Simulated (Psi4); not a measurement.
CH₆ClNSi (SMILES CN[SiH2]Cl), singlet, geometry from GFN2-xTB; PBE0/6-31G, TDA (Psi4 1.11).

Here is a job for Psi4.
```
memory 2 GB

molecule mol {
0 1
Si    0.246306   -0.598643   -0.250509
Cl    1.689676    0.538723    0.574088
N    -1.188377    0.313626   -0.060902
C    -2.483069   -0.105519   -0.540941
H     0.488070   -0.755891   -1.682176
H     0.281350   -1.899613    0.426153
H    -1.259974    0.964214    0.707673
H    -3.086254    0.764884   -0.804305
H    -2.348372   -0.717646   -1.429317
H    -3.030532   -0.695513    0.201564
symmetry c1
}

set {
  basis 6-31g
  reference rks
  puream true
  save_jk true
  tdscf_states [5]
  tdscf_tda true
  d_convergence 1e-8
}

energy('td-pbe0')
print_variables()
```

Q: Predict the main parts of the log of this Psi4 run.

A: 
```
   => Loading Basis Set <=

    Name: 6-31G
    Role: ORBITAL
    Keyword: BASIS

         ---------------------------------------------------------
                                   SCF
               by Justin Turney, Rob Parrish, Andy Simmonett
                          and Daniel G. A. Smith
                              RKS Reference
         ---------------------------------------------------------

  ==> Geometry <==

    Molecular point group: c1
    Full point group: C1

    Geometry (in Angstrom), charge = 0, multiplicity = 1:

       Center              X                  Y                   Z               Mass
    ------------   -----------------  -----------------  -----------------  -----------------
         SI           0.135634098692    -0.628728138558    -0.283373818321    27.976926534650
         CL           1.579004098692     0.508637861442     0.541223181679    34.968852682000
         N           -1.299048901308     0.283540861442    -0.093766818321    14.003074004430
         C           -2.593740901308    -0.135604138558    -0.573805818321    12.000000000000
         H            0.377398098692    -0.785976138558    -1.715040818321     1.007825032230
         H            0.170678098692    -1.929698138558     0.393288181679     1.007825032230
         H           -1.370645901308     0.934128861442     0.674808181679     1.007825032230
         H           -3.196925901308     0.734798861442    -0.837169818321     1.007825032230
         H           -2.459043901308    -0.747731138558    -1.462181818321     1.007825032230
         H           -3.141203901308    -0.725598138558     0.168699181679     1.007825032230

  Running in c1 symmetry.

  Rotational constants: A =      0.48902  B =      0.06965  C =      0.06309 [cm^-1]
  Rotational constants: A =  14660.55169  B =   2088.11271  C =   1891.44908 [MHz]
  Nuclear repulsion =  219.782363236910953

  Charge       = 0
  Multiplicity = 1
  Electrons    = 50
  Nalpha       = 25
  Nbeta        = 25

  ==> Algorithm <==

  SCF Algorithm Type is DF.
  DIIS enabled.
  MOM disabled.
  Fractional occupation disabled.
  Guess Type is SAD.
  Energy threshold   = 1.00e-06
  Density threshold  = 1.00e-08
  Integral threshold = 1.00e-12

  ==> Primary Basis <==

  Basis Set: 6-31G
    Blend: 6-31G
    Number of shells: 36
    Number of basis functions: 56
    Number of Cartesian functions: 56
    Spherical Harmonics?: true
    Max angular momentum: 1

  ==> DFT Potential <==

   => LibXC <=

    Version 7.1.2
    S. Lehtola, C. Steigemann, M. J. T. Oliveira, and M. A. L. Marques,  SoftwareX 7, 1–5 (2018) (10.1016/j.softx.2017.11.002)

   => Composite Functional: PBE0 <=

    PBE0 Hyb-GGA Exchange-Correlation Functional

    C. Adamo and V. Barone,  J. Chem. Phys. 110, 6158 (1999) (10.1063/1.478522)
    M. Ernzerhof and G. E. Scuseria,  J. Chem. Phys. 110, 5029 (1999) (10.1063/1.478401)

    Deriv               =              1
    GGA                 =           TRUE
    Meta                =          FALSE

    Exchange Hybrid     =           TRUE
    MP2 Hybrid          =          FALSE

   => Exchange Functionals <=

    0.7500   Perdew, Burke & Ernzerhof

   => Exact (HF) Exchange <=

    0.2500               HF

   => Correlation Functionals <=

    1.0000   Perdew, Burke & Ernzerhof

   => LibXC Density Thresholds  <==

    XC_HYB_GGA_XC_PBEH:  1.00E-15

   => Molecular Quadrature <=

    Radial Scheme          =       TREUTLER
    Pruning Scheme         =           NONE
    Nuclear Scheme         =       TREUTLER

    Blocking Scheme        =         OCTREE
    BS radius alpha        =              1
    Pruning alpha          =              1
    Radial Points          =             75
    Spherical Points       =            302
    Total Points           =         214527
    Total Blocks           =           1628
    Max Points             =            256
    Max Functions          =             54
    Weights Tolerance      =       1.00E-15

   => Loading Basis Set <=

    Name: (6-31G AUX)
    Role: JKFIT
    Keyword: DF_BASIS_SCF

  ==> Integral Setup <==

  SCF_SUBTYPE=INCORE selected. In-core MEM_DF algorithm will be used.
  Using in-core AOs.

  ==> MemDFJK: Density-Fitted J/K Matrices <==

    J tasked:                   Yes
    K tasked:                   Yes
    wK tasked:                   No
    Algorithm:                 Core
    Schwarz Cutoff:           1E-12
    Mask sparsity (%):       3.2526
    Fitting Condition:        1E-10

   => Auxiliary Basis Set <=

  Basis Set: (6-31G AUX)
    Blend: CC-PVDZ-JKFIT
    Number of shells: 174
    Number of basis functions: 502
    Number of Cartesian functions: 572
    Spherical Harmonics?: true
    Max angular momentum: 3

  Minimum eigenvalue in the overlap matrix is 1.2101805583E-02.
  Reciprocal condition number of the overlap matrix is 2.4472117207E-03.
    Using symmetric orthogonalization.

  ==> Pre-Iterations <==

  SCF Guess: Superposition of Atomic Densities via on-the-fly atomic UHF (no occupation information).

   -------------------------
    Irrep   Nso     Nmo
   -------------------------
     A         56      56
   -------------------------
    Total      56      56
   -------------------------

  ==> Iterations <==

                           Total Energy        Delta E     RMS |[F,P]|

   @DF-RKS iter SAD:  -845.46442873685942   -8.45464e+02   0.00000e+00
   @DF-RKS iter   1:  -845.46279141193656    1.63732e-03   1.21888e-02 ADIIS/DIIS
   @DF-RKS iter   2:  -845.23136013108967    2.31431e-01   1.69495e-02 ADIIS/DIIS
   @DF-RKS iter   3:  -845.68492922661119   -4.53569e-01   1.51809e-03 ADIIS/DIIS
   @DF-RKS iter   4:  -845.68818383869188   -3.25461e-03   6.25454e-04 ADIIS/DIIS
   @DF-RKS iter   5:  -845.68880815756836   -6.24319e-04   8.96080e-05 DIIS
   @DF-RKS iter   6:  -845.68882355375979   -1.53962e-05   1.87844e-05 DIIS
   @DF-RKS iter   7:  -845.68882422788374   -6.74124e-07   4.99590e-06 DIIS
[...]
  @DF-RKS Final Energy:  -845.68882428570748
    Total Energy =                       -845.6888242857074829
[...]

 ------------------------------------------------------------------------------------
     Multipole            Electronic (a.u.)      Nuclear  (a.u.)        Total (a.u.)
 ------------------------------------------------------------------------------------

 L = 1.  Multiply by 2.5417464519 to convert [e a0] to [Debye]
 Dipole X            :          9.4110532          -10.4569584           -1.0459052
 Dipole Y            :          2.3820924           -2.8426487           -0.4605563
 Dipole Z            :          2.9893983           -3.1052715           -0.1158732
 Magnitude           :                                                    1.1486760

 ------------------------------------------------------------------------------------

******************************************************************************************
**********                               WARNING                                **********
**********       The names of excited state variables changed between 1.5       **********
**********     and 1.6. For a quick solution, remove the symmetry specifier     **********
**********   from the variable name. For full details, see 'Notes on Psivars'   **********
**********                        in the documentation.                         **********
******************************************************************************************

         ---------------------------------------------------------
                         TDSCF excitation energies
                 by Andrew M. James and Daniel G. A. Smith
         ---------------------------------------------------------

  ==> Options <==

     Residual threshold  : 1.0000e-06
     Initial guess       : denominators
     Reference           : RHF
     Solver type         : TDA (Davidson)

  ==> Requested Excitations <==

      5 singlet states with A symmetry

  ==> Seeking the lowest 5 singlet states with A symmetry

                         Generalized Davidson Solver
                               By Ruhee Dcunha

  ==> Options <==

    Max number of iterations        = 60
    Eigenvector tolerance           = 1.0000e-06
    Max number of expansion vectors = 1500

  => Iterations <=
                           Max[D[value]]     Max[|R|]   # vectors
  DavidsonSolver iter   1:   3.03124e-01  3.39223e-02     20
  DavidsonSolver iter   2:   1.98554e-03  8.33589e-03     25
  DavidsonSolver iter   3:   1.07219e-04  1.61560e-03     30
  DavidsonSolver iter   4:   3.99597e-06  2.39936e-04     35
  DavidsonSolver iter   5:   9.95643e-08  3.12784e-05     40
  DavidsonSolver iter   6:   1.83737e-09  4.15311e-06     45
  DavidsonSolver iter   7:   2.25995e-11  8.04232e-07     47      Converged

******************************************************************************************
**********                               WARNING                                **********
**********  Length-gauge rotatory strengths are **NOT** gauge-origin invariant  **********
******************************************************************************************

                                    Excitation Energy         Total Energy        Oscillator Strength             Rotatory Strength
     #   Sym: GS->ES (Trans)        au              eV              au          au (length)    au (velocity)    au (length)    au (velocity)
    ---- -------------------- --------------- --------------- --------------- --------------- --------------- --------------- ---------------
     1        A->A (1 A)       0.20637         5.61554        -845.48246       0.0057          0.0050         -0.0091          0.0012
     2        A->A (1 A)       0.24649         6.70737        -845.44233       0.0131          0.0257          0.0250          0.0063
     3        A->A (1 A)       0.28086         7.64249        -845.40797       0.0058          0.0122          0.0204          0.0139
     4        A->A (1 A)       0.29403         8.00107        -845.39479       0.0162          0.0115         -0.0068         -0.0076
     5        A->A (1 A)       0.30106         8.19225        -845.38776       0.0116          0.0080         -0.0454         -0.0341

Contributing excitations
Only contributions with abs(coeff) > 1.00e-01 will be printed:

Excited State    1 (1 A):   0.20637 au   220.79 nm f = 0.0057
  Sums of squares: Xssq =  1.000000e+00
     25a  ->  26a    -0.996263 (99.254%)

Excited State    2 (1 A):   0.24649 au   184.85 nm f = 0.0131
  Sums of squares: Xssq =  1.000000e+00
     25a  ->  27a     0.996533 (99.308%)

Excited State    3 (1 A):   0.28086 au   162.23 nm f = 0.0058
  Sums of squares: Xssq =  1.000000e+00
     24a  ->  26a     0.992984 (98.602%)

Excited State    4 (1 A):   0.29403 au   154.96 nm f = 0.0162
  Sums of squares: Xssq =  1.000000e+00
     23a  ->  26a     0.984419 (96.908%)
     23a  ->  27a     0.119220 ( 1.421%)

Excited State    5 (1 A):   0.30106 au   151.34 nm f = 0.0116
  Sums of squares: Xssq =  1.000000e+00
     25a  ->  28a     0.874010 (76.389%)
     25a  ->  29a    -0.395467 (15.639%)
     25a  ->  30a    -0.181613 ( 3.298%)
     25a  ->  31a     0.151128 ( 2.284%)

******************************************************************************************
**********                               WARNING                                **********
**********       The names of excited state variables changed between 1.5       **********
**********     and 1.6. For a quick solution, remove the symmetry specifier     **********
**********   from the variable name. For full details, see 'Notes on Psivars'   **********
**********                        in the documentation.                         **********
******************************************************************************************

  Variable Map:
  ----------------------------------------------------------------------------
[...]
  Array Variable Map:
  ----------------------------------------------------------------------------
[...]
[...]
```
